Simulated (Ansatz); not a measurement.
BH$_{6}$SSbSi, SMILES `SB[SiH2][SbH2]`. Total charge 0; spin multiplicity 1. Sb: def2 effective core potential.

Z-matrix (Å, degrees):
```
Si
B 1 1.991
Sb 1 2.586 2 105.8
H 1 1.489 2 115.0 3 -117.8
H 1 1.489 2 113.2 3 116.4
S 2 1.767 1 119.1 3 100.7
H 2 1.193 1 120.8 3 -75.2
H 3 1.709 1 91.2 2 -47.7
H 3 1.710 1 91.4 2 43.6
H 6 1.346 2 100.0 1 -174.6
```

(1) List the harmonic frequencies (cm⁻¹, unscaled) at PBE0-D4/def2-TZVP in Ansatz. (Estimate.)

(2) Is this a minimum?

(3) Give the ideal-gas thermochemistry at 298.15 K and 1 bar (rigid rotor, harmonic oscillator; point group C1, symmetry number 1).

## Answers

(1) The calculation gave: 41, 74, 121, 167, 297, 374, 430, 493, 534, 611, 673, 705, 765, 828, 839, 872, 925, 1054, 1957, 1964, 2206, 2216, 2645, 2682.

(2) Yes, all 24 modes are real.

(3) Zero-point energy 140.4 kJ/mol; H(298) − E = 163.9 kJ/mol; entropy 386.9 J/(mol·K), of which translation 174.9, rotation 122.3, vibration 89.8; G(298) − E = 48.5 kJ/mol. Modes under 100 cm⁻¹ are hindered rotations or soft bends, so the harmonic entropy is rough.
